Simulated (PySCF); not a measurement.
**Ionisation energy of Cs(45+) by level of theory**

Cs(45+) [Ne] (1S) → Cs(46+) [He] 2s2 2p5 (2P), as a difference of total energies. Computed with PySCF 2.14 in an even-tempered Gaussian basis (19 s from 22 bohr⁻², ratio 2.2; 12 p from 28 bohr⁻², ratio 2.2; 5 d from 120 bohr⁻², ratio 2.4; 5 f from 170 bohr⁻², ratio 2.4; 4 g from 260 bohr⁻², ratio 2.4), with the spin-free X2C one-electron Hamiltonian (Gaussian nucleus). Correlated levels: nothing frozen; virtual orbitals above 40 to 60 times the deepest correlated orbital energy dropped. The calculations carry no spin-orbit coupling.

```tsv
method	ionisation energy (eV)
UHF	8113.5
LDA	8109.8
PBE	8110.4
PBE0	8111.7
r2SCAN	8114.7
M06-2X	8112.8
BP86	8111.9
MP2 (all electrons)	8115.3
SCS-MP2 (all electrons)	8115.1
```

A first-order spin-orbit estimate (lowest level to lowest level, LS coupling) adds -116.6 eV.

For this ion Breit and QED terms and the two-electron picture change, all absent here, outweigh the differences among the correlated methods.

For comparison: 7989 ± 4 eV (theoretical estimate listed by NIST; NIST Atomic Spectra Database, ionization energies).
